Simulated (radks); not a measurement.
Spherical jellium clusters: N electrons in a uniform positive sphere of charge N and radius rs N^(1/3), rs = 2.45 bohr. Method: non-relativistic Kohn-Sham, LDA (Slater exchange, Perdew-Wang correlation), spin-polarised, spherical densities; computed with a radial shooting solver with Libxc functionals. Levels are named by radial order and angular momentum (1s, 1p, 1d, 2s, ...), and open shells are averaged over m. Each electron was tried in the lowest free levels, single moves between levels near the top were tried too, and the lowest total energy was kept; such a search can miss a lower state. Energies include the self-energy of the background; IP and EA are vertical (highest electron removed, lowest free level filled), at fixed background; spill-out counts the electrons outside the background radius R, and alpha is the static dipole polarisability from linear response (closed shells only). A dash means not computed or, for alpha, an open shell; in EA it means that no bound solution was reached, which is typical of self-interaction and does not show that the anion is unstable. Real open-shell clusters deform, which this model forbids.

N	open shells	2S	E/N (eV)	E(N+1) + E(N-1) - 2E(N) (eV)	IP (eV)	EA (eV)	-e(HOMO) (eV)	spill-out (e)	alpha/R^3
1	1s(up 1, down 0)	1	-0.344	-	-	-	3.976	0.56	-
2	none	0	-1.142	2.329	7.558	-	4.617	0.79	2.227
3	1p(up 1, down 0)	1	-0.631	-0.979	4.614	-	2.392	1.20	-
4	1p(up 2, down 0)	2	-0.621	-0.891	5.698	-	3.323	1.47	-
5	1p(up 3, down 0)	3	-0.793	0.336	6.376	-	3.975	1.66	-
6	1p(up 3, down 1)	2	-0.851	-0.734	5.801	-	3.631	1.85	-
7	1p(up 3, down 2)	1	-0.998	-0.564	6.400	2.154	4.198	2.00	-
8	none	0	-1.178	2.744	6.813	-	4.618	2.13	1.809
9	1d(up 1, down 0)	1	-1.014	-0.465	3.929	-	2.062	2.39	-
10	1d(up 2, down 0)	2	-0.929	-0.441	4.461	-	2.575	2.60	-
11	1d(up 3, down 0)	3	-0.899	-0.403	4.886	-	2.995	2.78	-
12	1d(up 4, down 0)	4	-0.908	-0.363	5.235	-	3.348	2.93	-
13	1d(up 5, down 0)	5	-0.943	0.350	5.528	-	3.650	3.06	-
14	1d(up 5, down 0) 2s(up 1, down 0)	6	-0.949	-0.070	5.102	-	3.383	3.35	-
15	1d(up 5, down 2)	3	-0.958	-0.474	5.281	1.804	3.500	3.33	-
16	1d(up 5, down 3)	2	-0.996	-0.289	5.555	2.083	3.780	3.45	-
17	1d(up 5, down 4)	1	-1.046	-0.257	5.788	2.328	4.022	3.55	-
18	none	0	-1.105	0.244	5.989	2.183	4.234	3.65	1.616
19	2s(up 1, down 0)	1	-1.145	0.215	5.688	2.098	4.002	3.87	-
20	none	0	-1.170	1.655	5.504	-	3.873	4.11	1.675
21	1f(up 1, down 0)	1	-1.114	-0.257	3.907	-	2.312	4.27	-
22	1f(up 2, down 0)	2	-1.075	-0.242	4.155	-	2.566	4.40	-
23	1f(up 3, down 0)	3	-1.050	-0.227	4.377	-	2.793	4.52	-
24	1f(up 4, down 0)	4	-1.036	-0.213	4.576	-	2.999	4.64	-
25	1f(up 5, down 0)	5	-1.032	-0.200	4.757	1.668	3.186	4.74	-
26	1f(up 6, down 0)	6	-1.036	-0.187	4.921	1.844	3.358	4.83	-
27	1f(up 7, down 0)	7	-1.046	0.472	5.071	-	3.516	4.92	-
28	1f(up 7, down 1)	6	-1.039	-0.200	4.561	1.586	3.051	5.03	-
29	1f(up 7, down 2)	5	-1.040	-0.186	4.739	1.772	3.234	5.12	-
30	1f(up 7, down 3)	4	-1.046	-0.174	4.900	1.943	3.401	5.21	-
31	1f(up 7, down 4)	3	-1.058	-0.163	5.047	2.101	3.555	5.30	-
32	1f(up 7, down 5)	2	-1.074	-0.152	5.182	2.248	3.696	5.38	-
33	1f(up 7, down 6)	1	-1.094	-0.143	5.307	2.385	3.828	5.46	-
34	none	0	-1.116	0.536	5.422	1.937	3.950	5.54	1.478
35	2p(up 1, down 0)	1	-1.123	-0.080	4.858	2.095	3.455	5.75	-
36	2p(up 2, down 0)	2	-1.131	-	4.985	2.235	3.588	5.96	-

All shells are closed at N = 2, 8, 18, 20, 34 (there: 1s2 1p6 1d10 2s2 1f14); the second difference of the energy has clear peaks (12 % above both neighbours; the first and last values, which can be the largest, are not judged, and half-filled shells can peak too) at N = 5, 8, 13, 18, 20, 27, 34.
